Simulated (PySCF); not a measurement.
## Radial density of Sn (tin, neutral)

r2SCAN, [Kr] 4d10 5s2 5p2, high-spin 3P determinant. Computed with PySCF 2.14 in cc-pVTZ-PP with ECP28MDF (5s4p3d1f, 39 functions), with a scalar-relativistic core potential. This is the valence pseudo-density: the core potential removes the inner electrons and smooths the orbitals near the nucleus.

```
r (bohr)  4πr²ρ (e/bohr)  4πr²(ρα − ρβ)
 0.00444       1.435e-05         0.0000
 0.00747       3.769e-05         0.0000
  0.0126       8.877e-05         0.0000
  0.0211       0.0001757         0.0000
  0.0356       0.0003132         0.0000
  0.0598       0.0006047         0.0000
   0.101        0.002835         0.0000
   0.169         0.03159         0.0000
   0.285          0.5458         0.0017
   0.479           8.020         0.0416
   0.805           22.88         0.0448
    1.35           8.705         0.0915
    2.28           2.350         0.7375
    3.83          0.6401         0.4477
    6.45         0.04474         0.0407
    10.8       0.0002069         0.0002
```

Energies and moments cover only the electrons outside the core potential.
